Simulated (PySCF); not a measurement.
# Sn⁺: ionisation energy

Sn⁺ [Kr] 4d10 5s2 5p1 (2P) → Sn²⁺ [Kr] 4d10 5s2 (1S), as a difference of total energies. Computed with PySCF 2.14 in x2c-TZVPPall (8s6p4d2f, 60 functions), with scalar relativity by spin-free X2C-1e. Correlated levels: valence: [Kr] 4d10 frozen; valence and next inner shell: [Ar] 3d10 frozen. The calculations carry no spin-orbit coupling.

```
                                method  ionisation energy (eV)  plus first-order spin-orbit estimate  error of that sum (eV)
                                   UHF                  13.717                                14.019                  -0.614
                                   LDA                  14.389                                14.690                  +0.057
                                   PBE                  14.207                                14.508                  -0.125
                                  PBE0                  14.240                                14.542                  -0.091
                                r2SCAN                  14.336                                14.638                  +0.005
                               wB97X-V                  14.138                                14.440                  -0.193
                                   M06                  14.039                                14.341                  -0.292
                                  MN15                  14.361                                14.663                  +0.030
                                PBEsol                  14.226                                14.527                  -0.106
                         MP2 (valence)                  13.906                                14.208                  -0.425
                     SCS-MP2 (valence)                  13.893                                14.195                  -0.438
    MP2 (valence and next inner shell)                  14.065                                14.366                  -0.267
SCS-MP2 (valence and next inner shell)                  13.990                                14.291                  -0.342
```

Reference: 14.633 eV (measured; NIST Atomic Spectra Database, ionization energies).

A first-order spin-orbit estimate (lowest level to lowest level, LS coupling) adds 0.302 eV.

Errors of the correlated levels include the incompleteness of this basis and the frozen core.
